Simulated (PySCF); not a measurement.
A structure optimised at B3LYP-D3(BJ)/def2-SVP, used in a PySCF frequency run:

```
Te
O 1 2.0147
H 2 0.9698 1 106.89
Se 1 2.5395 2 102.60 3 82.21
H 4 1.4807 1 96.99 2 85.46
```
Charge 0, spin multiplicity 1.

Problem. Write its SMILES and formula.

Solution. O[Te][SeH], H2OSeTe

Problem. What are its rotational constants (standard atomic weights)?

Solution. 8.6606, 1.4090, 1.2291 GHz
